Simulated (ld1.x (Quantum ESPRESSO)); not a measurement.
An odd input for ld1.x (Quantum ESPRESSO) 7.5 (indium)

Command:

```bash
ld1.x < In.in > In.out
```

Input:

```
&input
   title='In', zed=49., rel=1, dft='PBE', iswitch=3, rmax=500.,
   config='[Kr] 4d10 5s2 5p1',
   nld=3, rlderiv=3.20, eminld=-3.0, emaxld=5.0, deld=0.02
 /
 &inputp
   pseudotype=3, lpaw=.true., tm=.true., lloc=-2, rcloc=1.80,
   nlcc=.true., new_core_ps=.true.,
   which_augfun='PSQ', rmatch_augfun_nc=.true.,
   file_pseudopw='In.UPF', file_wfcaegen='ae.wfc', file_wfcncgen='nc.wfc', file_beta='beta', file_chi='chi', file_wfcusgen='us.wfc'
 /
6
5S  1  0   2.00   0.00  1.90  2.55  0.0
5S  1  0   0.00  -0.30  1.90  2.55  0.0
5P  2  1   1.00   0.00  2.25  2.95  0.0
5P  2  1   0.00   0.15  2.25  2.95  0.0
4D  3  2  10.00   0.00  1.35  1.50  0.0
4D  3  2   0.00   1.05  1.35  1.50  0.0
 &test
   configts(1)='4d10 5s2 5p1'
 /
```

This is an input that runs to its end, with one change: mesh end rmax=500..

**Question.** How does the run end?

**Answer.** The program runs through. The occupied levels of the test differ from the all-electron ones by at most 0.00001 Ry (unchanged input: 0.00001 Ry).

```
     eps = 2.9E-16  iter =  4

     Etot =  -11763.278081 Ry,   -5881.639040 Ha, -160047.551690 eV
     Etotps =  -410.586364 Ry,    -205.293182 Ha,   -5586.312065 eV

     Ekin =     220.544533 Ry,     110.272267 Ha,    3000.661240 eV
     Encl =    -415.362568 Ry,    -207.681284 Ha,   -5651.295633 eV
     Ehrt =     103.229173 Ry,      51.614586 Ha,    1404.504445 eV
     Ecxc =    -318.997502 Ry,    -159.498751 Ha,   -4340.182117 eV
     (Ecc =     -30.287144 Ry,     -15.143572 Ha,    -412.077593 eV)

     ---------------------- End of pseudopotential test ----------------------
```
